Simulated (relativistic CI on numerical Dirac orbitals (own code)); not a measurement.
# Gd XXIV: sensitivity of the levels to the model

Base calculation: Dirac-Coulomb-Breit CI, orbitals from a KLI potential per configuration, model QED, unscaled Slater integrals.

CI space (outside the closed core [Ar] 3d10): 4s2 4p6 4d5, 4s2 4p5 4d6, 4s2 4p6 4d4 4f, 4s 4p6 4d5 4f, 4p6 4d7, 4p5 4d8, 4s2 4p6 4d3 5s2, 4s2 4p6 4d2 4f 5s2, 4s 4p6 4d3 4f 5s2. Double excitations out of closed p, d and f shells are left out; levels of such configurations are missing from the list, as are those of other unlisted configurations, and high levels can miss mixing partners.

The lowest level and the first level of each name with at least 55 % of one term (blank where a level has no safe partner in the second run):

| Level | Base (cm⁻¹) | Shift (cm⁻¹) |
| --- | --- | --- |
| 4s2 4p6 4d5 6S_5/2 | 0 | 0 |
| 4s2 4p6 4d5 4G_9/2 | 86465 | -10 |
| 4s2 4p6 4d5 4P_1/2 | 93796 | -11 |
| 4s2 4p6 4d5 2I_11/2 | 128125 | -10 |
| 4s2 4p6 4d5 4D_1/2 | 135901 | -9 |
| 4s2 4p6 4d5 2I_13/2 | 141756 | -11 |
| 4s2 4p6 4d5 2G_7/2 | 169268 | -16 |
| 4s2 4p6 4d5 2S_1/2 | 190493 | -21 |
| 4s2 4p6 4d5 2H_11/2 | 211136 | -13 |
| 4s2 4p6 4d5 2P_3/2 | 254442 | -33 |
| 4s2 4p6 4d5 2P_1/2 | 285369 | -30 |
| 4s2 4p5 4d6 6F°_11/2 | 988065 | -241 |
| 4s2 4p5 4d6 6F°_9/2 | 1037457 | -246 |
| 4s2 4p5 4d6 4H°_13/2 | 1063989 | -254 |
| 4s2 4p5 4d6 4I°_15/2 | 1093832 | -249 |

At this charge energies of transitions that change n are usually good to better than 1 %, and those within a shell (Δn = 0) to a few per cent. Terms inside the open d or f shell come out 10 to 20 % too wide with unscaled integrals.

One thing was changed in a second run, which moved the levels as shown. Which?
A. non-relativistic limit
B. QED terms removed
C. one mean potential for all configurations
D. configuration mixing switched off
E. Breit term removed

C. One mean potential for all configurations. One potential for all configurations removes the relaxation of the orbitals, which moves whole configurations and changes the integrals a little.

LS names give the leading component of a level, which can be under half, so a name can repeat, a term be missing and a line seem to break the LS rules.
